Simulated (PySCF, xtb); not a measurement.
Al(H)2(OiPr) (C₃H₉AlO), SMILES CC(C)[O][AlH2].

GFN2-xTB (xtb) at its own geometry gives an orbital gap of 5.03 eV and a dipole moment of 1.82 D.

Geometry optimised at PBE0-D3(BJ)/def2-SVP. The structure was generated by enumeration; whether it is a known compound was not checked. Other conformers were not sampled.

What does PBE/def2-TZVP (PySCF) give? (Estimate from the structure and the level; the computed values follow.)

gap 4.64 eV (levels -6.34 and -1.71 eV), dipole 1.11 D.
